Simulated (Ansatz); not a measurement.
CH₄B₂FGa. Total charge 0; spin multiplicity 1. Correlated methods include outer-core shells of Ga, which these sets cover unevenly. Scalar relativity is left out up to krypton. The bonds changed during the relaxation, so this is another structure than the one it started from.

```xyz
9

B     0.1732    0.2600    0.6840
Ga    1.2133   -1.4814    1.5005
C    -0.5685    0.7068   -0.6878
B    -0.0050   -0.6958   -0.7093
F     0.0989   -1.7433   -1.5046
H    -0.4675   -0.0309    1.6899
H     1.2888    0.6823    0.9737
H    -0.0838    1.4709   -1.2929
H    -1.6494    0.8314   -0.6534
```

Question: Give the diagnostics of a CCSD(T)/def2-TZVPP run (frozen core, the Gaussian-basis code of Ansatz). (Best estimate.)

Answer: Ansatz gave: T1 = 0.0143, largest single amplitude 0.033, largest double 0.051, (T) share of the correlation energy 4.0 %, 10 CCSD cycles. The RHF solution is stable towards an unrestricted one. T1 lies under the customary mark of 0.02 for closed shells.
